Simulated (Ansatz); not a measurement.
Steps of a relaxation of CH₃BClFOSi, SMILES `FB1OC1[SiH2]Cl` with RKS PBE-D4/def2-SVP.

```sh
$ ansatz run in.yaml --threads 4 --pin off --events-out ev --progress --plain --max-ram 10444MiB
```

```yaml
crystal:
  periodic: [false, false, false]
  atoms:
    - {symbol: F, position_ang: [1.167300, -2.488400, 0.628900]}
    - {symbol: B, position_ang: [1.282900, -1.215600, -0.120700]}
    - {symbol: O, position_ang: [1.634500, 0.240600, -0.126100]}
    - {symbol: C, position_ang: [0.541000, -0.001200, -0.717900]}
    - {symbol: Si, position_ang: [-0.965700, 0.539500, 0.325400]}
    - {symbol: Cl, position_ang: [-1.285100, 2.611200, 0.050900]}
    - {symbol: H, position_ang: [0.524300, 0.133600, -1.809800]}
    - {symbol: H, position_ang: [-2.137100, -0.178300, -0.053200]}
    - {symbol: H, position_ang: [-0.673500, 0.312300, 1.805300]}
basis:
  gaussian: {orbitals: def2-SVP}
hamiltonian: {xc: pbe, dispersion: d4}
relax: {f_tol: 0.03, max_steps: 200}
```

Positions (Å) and forces (eV/Å) along the path, 10 of 10 steps:

```xyz
9
step=1 energy=-26898.7401 eV
F     1.167   -2.488    0.629    1.324    4.117   -2.372
B     1.283   -1.216   -0.121   -1.466    0.329    2.094
O     1.635    0.241   -0.126    9.302   -2.033    5.158
C     0.541   -0.001   -0.718   -8.220   -2.755   -3.724
Si   -0.966    0.539    0.325    0.742    1.147    0.170
Cl   -1.285    2.611    0.051   -0.014   -0.306    0.105
H     0.524    0.134   -1.810   -0.386    0.201   -0.599
H    -2.137   -0.178   -0.053   -1.355   -0.707   -0.409
H    -0.673    0.312    1.805    0.073    0.007   -0.422
9
step=2 energy=-26900.5455 eV
F     1.353   -2.462    0.582    0.083    2.935   -1.789
B     1.219   -1.232   -0.087    0.852    0.201    1.891
O     1.765    0.104   -0.073    2.373   -2.634    1.572
C     0.518   -0.021   -0.680   -3.667   -0.702   -1.590
Si   -1.007    0.589    0.299    0.711    0.504    0.240
Cl   -1.322    2.650    0.067   -0.015   -0.161   -0.001
H     0.468    0.124   -1.783    0.116    0.080   -0.013
H    -2.239   -0.123   -0.088   -0.347   -0.238   -0.223
H    -0.666    0.326    1.745   -0.106    0.016   -0.087
9
step=3 energy=-26901.1546 eV
F     1.461   -2.366    0.497    0.013   -1.342    0.253
B     1.197   -1.223   -0.048   -0.332   -0.629    0.048
O     1.818   -0.078   -0.050    1.583    1.812    0.275
C     0.462   -0.062   -0.670   -1.714    0.265   -0.694
Si   -0.998    0.638    0.326    0.175   -0.174   -0.170
Cl   -1.355    2.671    0.057    0.040    0.050    0.009
H     0.450    0.121   -1.772    0.152   -0.105    0.249
H    -2.230   -0.104   -0.130    0.104    0.068    0.016
H    -0.716    0.355    1.773   -0.022    0.054    0.015
9
step=4 energy=-26901.2692 eV
F     1.535   -2.421    0.442   -0.141   -0.155   -0.171
B     1.220   -1.240   -0.044    0.519    0.497    0.272
O     1.796   -0.023   -0.017    0.361   -0.260    0.169
C     0.422   -0.101   -0.661   -0.824    0.133   -0.232
Si   -1.009    0.645    0.325   -0.006   -0.152   -0.074
Cl   -1.328    2.686    0.050    0.085   -0.026   -0.037
H     0.440    0.095   -1.755    0.042   -0.089    0.071
H    -2.241   -0.079   -0.140   -0.034    0.044    0.032
H    -0.747    0.392    1.782   -0.003    0.009   -0.031
9
step=5 energy=-26901.3037 eV
F     1.594   -2.437    0.374   -0.062   -0.092   -0.086
B     1.262   -1.232   -0.037    0.177    0.326    0.027
O     1.807   -0.009    0.003    0.157   -0.021    0.214
C     0.404   -0.114   -0.625   -0.476   -0.196   -0.168
Si   -1.043    0.622    0.324    0.107    0.088    0.143
Cl   -1.259    2.668   -0.011    0.018    0.020   -0.010
H     0.422    0.099   -1.710    0.071   -0.086   -0.119
H    -2.318   -0.039   -0.120    0.074   -0.035   -0.015
H    -0.780    0.396    1.784   -0.066   -0.004    0.012
9
step=6 energy=-26901.3270 eV
F     1.674   -2.448    0.287   -0.082    0.232   -0.093
B     1.295   -1.224   -0.039   -0.035    0.160    0.060
O     1.773    0.021    0.061    0.029   -0.144   -0.020
C     0.359   -0.150   -0.610    0.077   -0.298    0.125
Si   -1.060    0.626    0.338   -0.012    0.076    0.044
Cl   -1.180    2.675   -0.054   -0.010   -0.104    0.038
H     0.402    0.062   -1.693    0.044    0.029   -0.119
H    -2.338   -0.022   -0.113   -0.002    0.029   -0.011
H    -0.838    0.414    1.807   -0.009    0.020   -0.024
9
step=7 energy=-26901.3311 eV
F     1.677   -2.440    0.290   -0.034    0.074   -0.025
B     1.297   -1.220   -0.033   -0.045    0.085   -0.020
O     1.776    0.022    0.051    0.030   -0.025    0.026
C     0.356   -0.162   -0.615    0.081   -0.135    0.049
Si   -1.058    0.622    0.336   -0.045    0.088    0.033
Cl   -1.183    2.671   -0.033    0.015   -0.034   -0.002
H     0.408    0.048   -1.700   -0.016   -0.008   -0.041
H    -2.343   -0.007   -0.121    0.007   -0.011   -0.002
H    -0.843    0.419    1.806    0.007   -0.034   -0.018
9
step=8 energy=-26901.3325 eV
F     1.679   -2.425    0.311   -0.004    0.013   -0.009
B     1.299   -1.211   -0.028   -0.066    0.056   -0.016
O     1.775    0.032    0.038    0.048    0.016    0.022
C     0.353   -0.166   -0.620    0.032   -0.083    0.032
Si   -1.059    0.622    0.334   -0.013    0.029    0.017
Cl   -1.169    2.674   -0.012    0.014   -0.008   -0.003
H     0.398    0.029   -1.709   -0.011    0.002   -0.038
H    -2.346    0.005   -0.130    0.001   -0.012   -0.004
H    -0.842    0.394    1.800   -0.001   -0.014   -0.001
9
step=9 energy=-26901.3333 eV
F     1.685   -2.404    0.332    0.018   -0.030    0.014
B     1.300   -1.196   -0.021   -0.024    0.035   -0.026
O     1.773    0.049    0.021    0.005    0.002    0.012
C     0.345   -0.172   -0.627    0.008   -0.019    0.005
Si   -1.062    0.618    0.334    0.041   -0.002   -0.012
Cl   -1.132    2.674    0.012   -0.015    0.005   -0.001
H     0.382    0.005   -1.720   -0.017    0.002    0.010
H    -2.351    0.014   -0.144   -0.011    0.011   -0.002
H    -0.851    0.367    1.796   -0.007   -0.005    0.001
9
step=10 energy=-26901.3334 eV
F     1.692   -2.401    0.338    0.013    0.000    0.005
B     1.304   -1.194   -0.020   -0.014    0.009   -0.005
O     1.774    0.053    0.017   -0.006   -0.014   -0.006
C     0.344   -0.177   -0.627    0.006    0.001    0.005
Si   -1.060    0.619    0.333   -0.007   -0.007   -0.011
Cl   -1.130    2.676    0.017    0.008    0.000    0.006
H     0.375   -0.005   -1.722   -0.003    0.008    0.007
H    -2.354    0.028   -0.148    0.002   -0.006   -0.002
H    -0.856    0.356    1.795    0.001    0.010    0.000
```

Hardware: 4 threads of an Arm Neoverse V1 on a shared host. Wall time 17 s, peak host memory 0.22 GiB.
